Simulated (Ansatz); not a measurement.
Kohn–Sham single points on CH₈AlBSi (`[AlH2][CH2]B[SiH3]`).

```yaml
crystal:
  periodic: [false, false, false]
  atoms:
    - {symbol: Al, position_ang: [-1.472634, 1.062446, 0.764564]}
    - {symbol: C, position_ang: [-1.183456, -0.685828, -0.154756]}
    - {symbol: B, position_ang: [0.238774, -0.950487, 0.254599]}
    - {symbol: Si, position_ang: [1.827426, -0.090748, -0.645211]}
    - {symbol: H, position_ang: [-0.725535, 2.348585, 0.226275]}
    - {symbol: H, position_ang: [-2.536243, 1.134385, 1.933970]}
    - {symbol: H, position_ang: [-1.356192, -0.328096, -1.179519]}
    - {symbol: H, position_ang: [-1.982812, -1.333032, 0.211647]}
    - {symbol: H, position_ang: [0.449621, -1.616991, 1.233803]}
    - {symbol: H, position_ang: [2.518437, 0.845137, 0.292360]}
    - {symbol: H, position_ang: [2.827614, -1.126632, -1.035734]}
    - {symbol: H, position_ang: [1.472099, 0.686162, -1.868197]}
basis:
  gaussian: {orbitals: def2-TZVPP}
hamiltonian: {xc: {name: LC-wPBE}}
output: {orbitals: {seedname: orbitals}}
```

```sh
$ ansatz run in.yaml --threads 2 --pin off --events-out ev --progress --plain --max-ram 4352MiB
```

Shortened log:

```
Functional definition: LC-wPBE
1378 factors; their error is unknown
516 factors; integrals over basis functions are off by at most 3.0e-5 eV
mean field evaluation 1: about -16308.7108 eV, gradient 3.9e1 eV
mean field evaluation 2: about -16310.5362 eV, gradient 2.8e1 eV
mean field evaluation 4: about -16312.4822 eV, gradient 7.6e-1 eV
mean field evaluation 8: about -16312.4576 eV, gradient 3.5e-1 eV
mean field evaluation 16: about -16312.4577 eV, gradient 4.7e-5 eV
mean field -16312.45773976 eV, -599.4717649550 hartree, gradient 4.7e-5 eV, S^2 0.000000; 0 other end points of the search recorded, 0 dependent functions left out
reference -16312.45773976 eV, -599.4717649553 hartree; 23, 23 occupied and 235, 235 virtual orbitals, 1378 factors
Total energy: -16312.45773976 eV, -599.4717649553 hartree
```

Hardware: 2 threads of an Arm Neoverse V2 on a shared host. Wall time 4 s, peak host memory 0.5 GiB.

Changing it to `hamiltonian: {xc: lda}` (abridged; 1.9 s):

```
Functional definition: SPW92
mean field evaluation 16: about -16238.4523 eV, gradient 6.3e-5 eV
mean field -16238.45226569 eV, -596.7521139459 hartree, gradient 6.3e-5 eV, S^2 0.000000
Total energy: -16238.45231706 eV, -596.7521158336 hartree
```

Changing it to `hamiltonian: {xc: r2scan, dispersion: d4}` and forces (abridged; 7.5 s):

```
Functional definition: r2SCAN
mean field evaluation 16: about -16315.6714 eV, gradient 3.4e-4 eV
mean field -16315.67135875 eV, -599.5898632747 hartree, gradient 3.0e-5 eV, S^2 0.000000
Total energy: -16315.73318819 eV, -599.5921354648 hartree
Atom 0 force    -0.009343     0.025140    -0.004882 eV/Å
Atom 1 force    -0.043257     0.002911     0.014793 eV/Å
Atom 2 force     0.066970    -0.008134     0.018334 eV/Å
Atom 3 force    -0.010218     0.001500    -0.008330 eV/Å
Atom 4 force    -0.016307    -0.030108     0.013585 eV/Å
Atom 5 force     0.025031    -0.004053    -0.023854 eV/Å
Atom 6 force    -0.006303     0.005351     0.006460 eV/Å
Atom 7 force    -0.000947     0.003702    -0.011342 eV/Å
Atom 8 force    -0.009468     0.009190    -0.016061 eV/Å
Atom 9 force    -0.000482    -0.016818    -0.017865 eV/Å
Atom 10 force    -0.009518     0.021591     0.009885 eV/Å
Atom 11 force     0.013842    -0.010272     0.019276 eV/Å
Dipole moment:    -0.403427     0.001714    -0.001587 e Å
```

Changing it to `hamiltonian: {xc: {name: CAM-B3LYP}, dispersion: d4}` (abridged; 5.5 s):

```
Functional definition: CAM-B3LYP
mean field evaluation 16: about -16317.4854 eV, gradient 4.1e-5 eV
mean field -16317.48540733 eV, -599.6565283305 hartree, gradient 4.1e-5 eV, S^2 0.000000
Total energy: -16317.70586992 eV, -599.6646301812 hartree
```

The same input with `hamiltonian: {xc: pbe0, dispersion: d4}` (abridged; 4.4 s):

```
Functional definition: PBE0
mean field evaluation 16: about -16309.4349 eV, gradient 4.4e-5 eV
mean field -16309.43487184 eV, -599.3606766081 hartree, gradient 4.4e-5 eV, S^2 0.000000
Total energy: -16309.64933593 eV, -599.3685580182 hartree
```

Changing it to `hamiltonian: {xc: {name: revPBE}, dispersion: d4}` (abridged; 3.2 s):

```
Functional definition: revPBE
mean field evaluation 16: about -16314.7456 eV, gradient 2.7e-4 eV
mean field -16314.74558807 eV, -599.5558418299 hartree, gradient 6.8e-5 eV, S^2 0.000000
Total energy: -16315.44747596 eV, -599.5816357342 hartree
```
